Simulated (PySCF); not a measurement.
Compound: C6H9AlN2.
SMILES: `[H]/N=C\c1ccc[n+]([AlH3-])c1`

Torsions of this conformer, `[H]/[N:1]=[CH:2]\[c:3]1[cH:4][cH:5][cH:6][n+:7]([AlH3-:8])[cH:9]1`: N1–C2–C3–C4 -179°.

The closed-shell ground state was solved at several levels (PySCF, density fitting, gas phase, non-relativistic). One conformer (not necessarily the lowest) at the PBE0-D3(BJ)/def2-SVP geometry, without solvent, vibrations or thermal averaging.

| level | basis functions | HOMO (eV) | LUMO (eV) | gap (eV) | dipole (D) |
| --- | --- | --- | --- | --- | --- |
| PBE0/pcSseg-1 | 205 | -7.31 | -2.71 | 4.60 | 6.42 |
| B3LYP/def2-SVPD | 256 | -7.09 | -2.90 | 4.19 | 6.41 |

(1) Estimate the row for HF/pcSseg-1, a basis of 205 functions; the other rows only guide the guess.

(2) Over all these levels, which gives the widest orbital gap and which the narrowest?

(3) How far do the dipole and the HOMO energy spread over the levels?

Answers

(1) HOMO -10.30 eV, LUMO 0.96 eV, gap 11.26 eV, dipole 6.75 D.

(2) HF/pcSseg-1 (Hartree–Fock, all exact exchange) has the widest, 11.26 eV, and B3LYP/def2-SVPD (global hybrid, 20 % exact exchange) the narrowest, 4.19 eV. Functional and basis both differ between the two, so the spread mixes both effects. The HOMO need not be the same orbital at Hartree–Fock and at DFT levels.

(3) The dipole runs from 6.41 to 6.75 D (mean 6.52 D) and the HOMO from -10.30 to -7.09 eV.
